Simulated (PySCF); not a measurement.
**Spinor energies of Ag²⁸⁺ (silver, charge +28)**

Start: [Ar] 3d1; 3d3/2 filled at m_j = +3/2. Calculated with PySCF 2.14 in an even-tempered Gaussian basis (16 s from 4.3 bohr⁻², ratio 2.8; 12 p from 5.6 bohr⁻², ratio 2.8; 8 d from 5.6 bohr⁻², ratio 2.8; 3 f from 17 bohr⁻², ratio 3): generalised Hartree-Fock with the X2C-1e Hamiltonian and a Gaussian nucleus; one run each with spin-orbit coupling (SO) switched off, then screened by Boettger's factors.

```
spinor shell  electrons  ε, spin-free (eV)  ε, screened SO (eV)  weight of nominal j (screened SO)  rms radius, screened SO (bohr)
       1s1/2          2           -26965.2             -26963.1                              1.000                          0.0357
       2s1/2          2            -5152.4              -5151.6                              1.000                           0.145
       2p1/2          2            -4754.0              -4878.9                              1.000                           0.125
       2p3/2          4            -4754.0              -4695.8                              1.000                           0.130
       3s1/2          2            -1826.9              -1826.6                              1.000                           0.361
       3p1/2          2            -1688.9              -1719.6                              0.998                           0.351
       3p3/2          4            -1688.9              -1674.5                              0.999                           0.360
       3d3/2          1            -1531.9              -1536.9                              1.000                           0.316
```

| quantity | spin-free | screened SO |
| --- | --- | --- |
| E (hartree) | -4780.95466 | -4782.12689 |
| M_J | 3/2 | 3/2 |
| ⟨J²⟩ | 4.004 | 3.750 |
| ⟨L²⟩ | 6.001 | 6.009 |
| ⟨S²⟩ | 0.751 | 0.758 |

Each row is a mean over spinors that exchange with the open shell spreads, by up to 14.558 eV (3p1/2).

Breit and QED terms are absent; they matter most for the inner s and p1/2 levels.

Densities and radii are taken from the X2C orbitals without a picture-change correction, which distorts them close to the nucleus.

Without spin-orbit coupling the j labels of p, d and f shells carry no meaning; the spin-free column gives the mean over the occupied spinors of each nl shell, and its ⟨J²⟩ belongs to a mixture of degenerate components.
